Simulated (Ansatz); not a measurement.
CH6NPSi (`C=NP[SiH3]`). Charge 0, multiplicity 1.

```xyz
10

C     1.524    0.661   -0.998
N     1.076    1.252    0.022
P    -0.577    1.242    0.488
Si   -1.176   -0.941    0.398
H     0.935    0.001   -1.649
H     2.572    0.802   -1.273
H    -0.365    1.237    1.889
H    -1.466   -1.329   -1.007
H    -0.108   -1.833    0.925
H    -2.416   -1.091    1.204
```

List the harmonic frequencies (cm⁻¹, unscaled) at PBE0-D4/def2-TZVP in Ansatz. (Estimate.)

Ansatz gave: 75, 127, 141, 331, 429, 464, 554, 633, 684, 748, 878, 926, 936, 956, 1067, 1202, 1501, 1727, 2214, 2227, 2232, 2413, 3006, 3122.

Is this a minimum?

Yes, all 24 modes are real.

Give the ideal-gas thermochemistry at 298.15 K and 1 bar (rigid rotor, harmonic oscillator; point group C1, symmetry number 1).

Zero-point energy 171.0 kJ/mol; H(298) − E = 191.0 kJ/mol; entropy 337.2 J/(mol·K), of which translation 165.1, rotation 110.0, vibration 62.0; G(298) − E = 90.5 kJ/mol. Modes under 100 cm⁻¹ are hindered rotations or soft bends, so the harmonic entropy is rough.

Rotational constants (cm⁻¹)?

0.2454, 0.09844, 0.07473.
